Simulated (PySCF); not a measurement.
PySCF job for CdH2IN, SMILES [NH2][Cd][I], TDA-LC-ωPBE/def2-SVPD. Coordinates come from a PBE0-D3(BJ)/def2-TZVP optimisation. The def2 effective core potentials stand for the cores of Cd, I; spin–orbit coupling is left out. Other conformers were not sampled.

```python
import numpy as np
from pyscf import gto, scf, dft, tdscf

mol = gto.M(
    atom='''
    Cd    1.07391711   -0.01318885    0.00000000
    I    -1.51205304    0.00420280   -0.00000000
    N     3.08622577    0.14616667   -0.00000000
    H     3.49360468   -0.30642516   -0.81119515
    H     3.49360470   -0.30642516    0.81119514
    ''',
    basis='def2-SVPD',
    ecp={'Cd': 'def2-svp', 'I': 'def2-svp'},
    charge=0,
    spin=0,
    symmetry=True,
    max_memory=1600,
    verbose=4,
)
mf = dft.RKS(mol, xc='lc_wpbe').density_fit(auxbasis='def2-universal-jkfit')
mf.grids.level = 3
mf.conv_tol = 1e-9
mf.max_cycle = 100
mf.kernel()
mf.grids = dft.Grids(mol).set(level=1).build(with_non0tab=True)  # coarser grid for the response kernel
td = tdscf.TDA(mf)
td.singlet = True
td.nstates = 10
td.conv_tol = 1e-4
td.kernel(x0=td.get_init_guess(mf, 15))
td.analyze()
tt = tdscf.TDA(mf)
tt.singlet = False
tt.nstates = 4
tt.conv_tol = 1e-4
tt.kernel(x0=tt.get_init_guess(mf, 9))
tt.analyze(verbose=3)
```

Program output:

```
PySCF version 2.14.0

[INPUT] verbose = 4
[INPUT] num. atoms = 5
[INPUT] num. electrons = 54
[INPUT] charge = 0
[INPUT] spin (= nelec alpha-beta = 2S) = 0
[INPUT] symmetry True subgroup None
[INPUT] Mole.unit = angstrom
[INPUT] Symbol           X                Y                Z      unit          X                Y                Z       unit  Magmom
[INPUT]  1 Cd     1.073917110000  -0.013188850000   0.000000000000 AA    2.029409218384  -0.024923314398   0.000000000000 Bohr   0.0
[INPUT]  2 I     -1.512053040000   0.004202800000   0.000000000000 AA   -2.857366131416   0.007942140956   0.000000000000 Bohr   0.0
[INPUT]  3 N      3.086225770000   0.146166670000   0.000000000000 AA    5.832121463875   0.276214974840   0.000000000000 Bohr   0.0
[INPUT]  4 H      3.493604680000  -0.306425160000  -0.811195150000 AA    6.601956032699  -0.579059630076  -1.532936667075 Bohr   0.0
[INPUT]  5 H      3.493604700000  -0.306425160000   0.811195140000 AA    6.601956070493  -0.579059630076   1.532936648178 Bohr   0.0

nuclear repulsion = 180.223276390841
point group symmetry = Cs
symmetry origin: [-1.20255300e-09 -5.15379854e-10 -1.71793285e-10]
symmetry axis x: [ 1.00000000e+00  5.14946682e-10 -7.02670412e-11]
symmetry axis y: [ 5.14946682e-10 -1.00000000e+00  3.16083427e-09]
symmetry axis z: [7.02670396e-11 3.16083426e-09 1.00000000e+00]
num. orbitals of irrep A' = 69
num. orbitals of irrep A" = 36
number of shells = 41
number of NR pGTOs = 180
number of NR cGTOs = 105
basis = def2-SVPD
ecp = {'Cd': 'def2-svp', 'I': 'def2-svp'}


[settings echo left out]
init E= -475.270245481911
HOMO (A') = -1.00809280901407  LUMO (A') = -0.900855440329872  gap/eV = 2.91808
cycle= 1 E= -518.288769821747  delta_E=  -43  |g|= 3.58  |ddm|= 10.5
HOMO (A') = -0.0213376437995354  LUMO (A') = 0.00964855406851051  gap/eV = 0.84318
cycle= 2 E= -503.017399621273  delta_E= 15.3  |g|= 7.81  |ddm|= 25.6
HOMO (A') = -0.15379736801785  LUMO (A') = -0.0444449022146642  gap/eV = 2.97563
cycle= 3 E= -521.087297694399  delta_E= -18.1  |g|= 0.815  |ddm|= 24.2
HOMO (A') = -0.271501566942609  LUMO (A') = -0.065979940391875  gap/eV = 5.59253
cycle= 4 E= -521.256891517219  delta_E= -0.17  |g|= 0.832  |ddm|= 2.43
HOMO (A') = -0.307339477556429  LUMO (A') = -0.00351179880411046  gap/eV = 8.26757
cycle= 5 E= -521.399155296632  delta_E= -0.142  |g|= 0.231  |ddm|= 0.754
HOMO (A') = -0.358164951651345  LUMO (A') = 0.00861097595342919  gap/eV = 9.98048
cycle= 6 E= -521.416325041796  delta_E= -0.0172  |g|= 0.107  |ddm|= 0.381
HOMO (A') = -0.360793033482278  LUMO (A') = 0.0195185036242442  gap/eV = 10.34880
cycle= 7 E= -521.421343716198  delta_E= -0.00502  |g|= 0.0254  |ddm|=  0.3
HOMO (A') = -0.363534899457235  LUMO (A') = 0.0198002143156089  gap/eV = 10.43108
cycle= 8 E= -521.421698094468  delta_E= -0.000354  |g|= 0.00843  |ddm|= 0.0704
HOMO (A') = -0.36405789642  LUMO (A') = 0.0195359989501966  gap/eV = 10.43812
cycle= 9 E= -521.421769142671  delta_E= -7.1e-05  |g|= 0.00281  |ddm|= 0.0377
HOMO (A') = -0.3639381196417  LUMO (A') = 0.0192943988473662  gap/eV = 10.42829
cycle= 10 E= -521.421778799613  delta_E= -9.66e-06  |g|= 0.00083  |ddm|= 0.0142
HOMO (A') = -0.363892974861155  LUMO (A') = 0.019266696946195  gap/eV = 10.42631
cycle= 11 E= -521.421780153018  delta_E= -1.35e-06  |g|= 0.000334  |ddm|= 0.00298
HOMO (A') = -0.363899724038204  LUMO (A') = 0.0192697619233346  gap/eV = 10.42657
cycle= 12 E= -521.421780219088  delta_E= -6.61e-08  |g|= 7.46e-05  |ddm|= 0.0013
HOMO (A') = -0.363904871551039  LUMO (A') = 0.0192655663615291  gap/eV = 10.42660
cycle= 13 E= -521.421780223111  delta_E= -4.02e-09  |g|= 2.55e-05  |ddm|= 0.000292
HOMO (A') = -0.363903673836528  LUMO (A') = 0.0192669667418865  gap/eV = 10.42660
cycle= 14 E= -521.421780223931  delta_E= -8.2e-10  |g|= 7.68e-06  |ddm|= 0.000143
HOMO (A') = -0.363904363157323  LUMO (A') = 0.0192662762449345  gap/eV = 10.42660
Extra cycle  E= -521.421780223987  delta_E= -5.66e-11  |g|= 4.22e-06  |ddm|= 2.23e-05
converged SCF energy = -521.421780223987
tot grids = 26296


******** <class 'pyscf.tdscf.rks.TDA'> for <class 'pyscf.df.df_jk.DFSymAdaptedRKS'> ********
nstates = 10 singlet
deg_eia_thresh = 1.000e-03
wfnsym = None
conv_tol = 0.0001
eigh lindep = 1e-12
eigh level_shift = 0
eigh max_cycle = 100


Excitation energies (eV)
[5.30977368 5.55152948 5.73533412 6.23362797 6.67684556 6.70608208
 6.71983654 6.87735724 7.1267442  7.8261065 ]

** Singlet excitation energies and oscillator strengths **
Excited State   1:   A'      5.30977 eV    233.50 nm  f=0.0397
      27 -> 28       -0.66130
      27 -> 30       -0.10438
Excited State   2:   A"      5.55153 eV    223.33 nm  f=0.0288
      26 -> 28       -0.67098
      26 -> 35        0.16109
Excited State   3:   A'      5.73533 eV    216.18 nm  f=0.1015
      25 -> 28       -0.64823
      25 -> 30       -0.10116
      27 -> 31       -0.12464
      27 -> 35        0.12047
Excited State   4:   A"      6.23363 eV    198.90 nm  f=0.0059
      25 -> 29        0.23511
      27 -> 29       -0.64539
Excited State   5:   A'      6.67685 eV    185.69 nm  f=0.0029
      25 -> 30        0.10379
      26 -> 29       -0.54696
      27 -> 30        0.38561
Excited State   6:   A"      6.70608 eV    184.88 nm  f=0.0019
      25 -> 29       -0.64402
      27 -> 29       -0.23589
Excited State   7:   A'      6.71984 eV    184.50 nm  f=0.0178
      24 -> 28        0.37746
      26 -> 29       -0.28993
      27 -> 30       -0.47854
Excited State   8:   A"      6.87736 eV    180.28 nm  f=0.0009
      26 -> 30       -0.67338
      26 -> 39       -0.12766
Excited State   9:   A'      7.12674 eV    173.97 nm  f=0.0533
      23 -> 28        0.13258
      24 -> 28        0.22841
      25 -> 28        0.12049
      25 -> 30       -0.60031
Excited State  10:   A'      7.82611 eV    158.42 nm  f=0.0277
      23 -> 28       -0.12608
      24 -> 28        0.11048
      25 -> 28       -0.10551
      25 -> 31       -0.16910
      25 -> 34       -0.12743
      25 -> 35        0.36383
      27 -> 31        0.29868
      27 -> 34        0.13834
      27 -> 35       -0.37091

** Transition electric dipole moments (AU) **
state          X           Y           Z        Dip. S.      Osc.
  1         0.5482      0.0687      0.0000      0.3052      0.0397
  2         0.0000     -0.0000     -0.4602      0.2118      0.0288
  3        -0.4900     -0.6942     -0.0000      0.7220      0.1015
  4        -0.0000      0.0000     -0.1971      0.0388      0.0059
  5         0.0659      0.1159      0.0000      0.0178      0.0029
  6         0.0000     -0.0000      0.1089      0.0119      0.0019
  7         0.0246     -0.3276     -0.0000      0.1079      0.0178
  8         0.0000     -0.0000     -0.0737      0.0054      0.0009
  9         0.5274      0.1649      0.0000      0.3054      0.0533
 10        -0.1762      0.3369      0.0000      0.1446      0.0277

WARN: ECP detected. Skipping calculation of transition velocity and magnetic dipole moments, which have not yet been implemented.



******** <class 'pyscf.tdscf.rks.TDA'> for <class 'pyscf.df.df_jk.DFSymAdaptedRKS'> ********
nstates = 4 triplet
deg_eia_thresh = 1.000e-03
wfnsym = None
conv_tol = 0.0001
eigh lindep = 1e-12
eigh level_shift = 0
eigh max_cycle = 100


Excitation energies (eV)
[4.55376339 5.12877835 5.15379965 5.93427682]

** Triplet excitation energies and oscillator strengths **
Excited State   1:   A'      4.55376 eV    272.27 nm  f=0.0000
Excited State   2:   A"      5.12878 eV    241.74 nm  f=0.0000
Excited State   3:   A'      5.15380 eV    240.57 nm  f=0.0000
Excited State   4:   A'      5.93428 eV    208.93 nm  f=0.0000
```

The run converged.
